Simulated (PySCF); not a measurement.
# Molecular orbitals of MgGe

PBE at R = 2.628 Å; PySCF, no relativity, basis sets Mg aug-pcseg-1, Ge aug-pcseg-1. State: ³Σ⁻ (triplet), unpaired electrons π ↑↑. Only the outer orbitals are listed, counted within each symmetry.

| spin | orbital | occ. | ε (eV) | on Mg (%) | main shells (%) |
| --- | --- | --- | --- | --- | --- |
| α | 10σ | 1 | -11.39 | 1 | 98 Ge s |
| α | 11σ | 1 | -5.74 | 50 | 49 Mg s, 43 Ge p |
| α | 5π | 1 | -4.14 | 9 | 90 Ge p, 9 Mg p |
| α | 5π | 1 | -4.14 | 9 | 90 Ge p, 9 Mg p |
| α | 12σ | 0 | -3.39 | 65 | 39 Mg s, 36 Ge p, 26 Mg p |
| α | 6π | 0 | -1.30 | 92 | 92 Mg p |
| α | 6π | 0 | -1.30 | 92 | 92 Mg p |
| β | 10σ | 1 | -10.13 | 4 | 95 Ge s |
| β | 11σ | 1 | -5.39 | 70 | 67 Mg s, 24 Ge p |
| β | 12σ | 0 | -3.19 | 50 | 46 Ge p, 38 Mg p, 11 Mg s |
| β | 5π | 0 | -2.76 | 32 | 68 Ge p, 32 Mg p |
| β | 5π | 0 | -2.76 | 32 | 68 Ge p, 32 Mg p |

Task: Which are the highest filled and the lowest empty level, where do they sit, and how wide is the gap?

Result: Highest filled α 5π at -4.14 eV (in %: 90 Ge p, 9 Mg p); lowest empty α 12σ at -3.39 eV (in %: 39 Mg s, 36 Ge p, 26 Mg p); the gap at PBE is 0.75 eV.

The bond order (Mayer) is 1.22, the ⟨S²⟩ is 2.053 and the charge on Mg (Mulliken, basis-dependent) is 0.56. The charge on Mg (Löwdin, basis-dependent) is 0.54. The dipole moment (positive dipole means Mg(−)Ge(+)) is -3.29 D, the polarisability along the bond is 165.7 bohr³ and the polarisability across the bond is 98.8 bohr³.

Spin–orbit coupling is left out. The state was picked by a PBE0 search and need not be the measured ground state.
